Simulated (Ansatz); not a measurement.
Molecule: C$_{3}$H$_{7}$Si, net charge 0, doublet state. It need not be the lowest isomer of its formula. SMILES: [CH]=CC[SiH3]
Geometry from a B3LYP-D3(BJ)/def2-TZVP (Ansatz, a quantum-chemistry and plane-wave program) optimisation:
```
C
H 1 1.0916
H 1 1.0939 2 107.58
C 1 1.5027 2 110.53 3 -120.33
C 4 1.3056 1 126.40 2 -16.01
H 5 1.0775 4 138.23 1 -178.69
H 4 1.0956 5 118.13 6 -0.93
Si 1 1.8915 2 108.66 3 116.90
H 8 1.4805 1 109.99 2 57.43
H 8 1.4830 9 108.90 1 -120.36
H 8 1.4836 9 109.27 10 -118.65
```
Charge 0, spin multiplicity 2.

Parts of the frozen-core correlation energy in aug-cc-pV(Q+d)Z (Ansatz, hartree). Frozen orbitals: 8; correlated occupied orbitals by spin: 12 and 11; virtual: 631 and 632. Open shells are spin-unrestricted. No spin-orbit coupling. Non-relativistic.

```json
[
 {"term": "reference (HF)", "value": "-406.59336"},
 {"term": "MP2 opposite-spin", "value": "-0.49664"},
 {"term": "MP2 same-spin", "value": "-0.12903"},
 {"term": "CCSD correlation", "value": "-0.67737"},
 {"term": "(T)", "value": "-0.02969"},
 {"term": "T1 diagnostic", "value": "0.029"},
 {"term": "largest doubles amplitude", "value": "0.027"},
 {"term": "<S^2> of the reference", "value": "0.925"}
]
```
